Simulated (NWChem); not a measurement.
Species: SbHCl₂; SMILES [Cl][SbH][Cl]

Program: NWChem. Medium grid unless said otherwise, to which SCAN and Minnesota functionals are sensitive. All runs use the structure optimised with PBE-D3(BJ)/def2-SVP. def2 effective core potentials on Sb; no spin-orbit coupling. Hybrids' shares of exact exchange are those that their runs print; pure functionals count as 0. The functionals differ in more than this share.

```
row              share of exact exchange  highest occupied level (eV)
---------------  -----------------------  ---------------------------
PBE/def2-SVP                        0.00                        -6.65
MN15-L/def2-SVP                     0.00                        -7.12
B3LYP/def2-SVP                      0.20                        -7.60
PBE0/def2-SVP                       0.25                        -7.89
MPW1K/def2-SVP                      0.43                     withheld
```

### Question
Fit a straight line of the last column on the one before it, predict the withheld value, and compare with the run.

### Answer

1. Means of the 4 shown rows: x = 0.113, y = -7.315. Slope Σ(x − x̄)(y − ȳ)/Σ(x − x̄)² = -0.2007/0.05188 = -3.870; intercept -6.880.
2. The shown rows scatter about the line by 0.170 (root mean square); the largest residual is -0.24, at MN15-L/def2-SVP.
3. At x = 0.43 (MPW1K/def2-SVP; beyond the shown range) the line gives -8.54.
4. The run gives -8.80, -0.26 from the line, 1.5 times the scatter.
